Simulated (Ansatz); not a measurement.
`B[Si](F)(F)F` and `O[SiH](O)[Si](F)(F)F` differ in one atom or group.

Ansatz, PBE0-D4/def2-TZVP geometries, multiplicity 1. Each molecule was computed in one conformer, which needn't be the lowest.

| property | `B[Si](F)(F)F` |
| --- | --- |
| LUMO energy (B3LYP/def2-TZVPP) / eV | -3.48 |
| HOMO energy (B3LYP/def2-TZVPP) / eV | -9.39 |
| HOMO–LUMO gap (PBE/def2-TZVPP) / eV | 3.87 |
| HOMO energy (ωB97M-V/def2-TZVPP) / eV | -11.80 |
| HOMO energy (PBE/def2-TZVPP) / eV | -8.16 |
| HOMO–LUMO gap (B3LYP/def2-TZVPP) / eV | 5.91 |

(1) What does the change do to each property? (Estimate.)

## Answers

(1) Computed: 
```tsv
property	`O[SiH](O)[Si](F)(F)F`	shift
LUMO energy (B3LYP/def2-TZVPP) / eV	-0.75	2.73
HOMO energy (B3LYP/def2-TZVPP) / eV	-8.43	0.96
HOMO–LUMO gap (PBE/def2-TZVPP) / eV	5.84	1.97
HOMO energy (ωB97M-V/def2-TZVPP) / eV	-10.77	1.03
HOMO energy (PBE/def2-TZVPP) / eV	-7.20	0.96
HOMO–LUMO gap (B3LYP/def2-TZVPP) / eV	7.68	1.77
```

With PBE0 the HOMO rises by 0.97 eV and the LUMO rises by 2.74 eV, so the gap widens by about 1.77 eV. PBE moves the HOMO by 0.96 eV and ωB97M-V by 1.03 eV.

B3LYP here is the variant with VWN-RPA as its local correlation; programs differ in this.
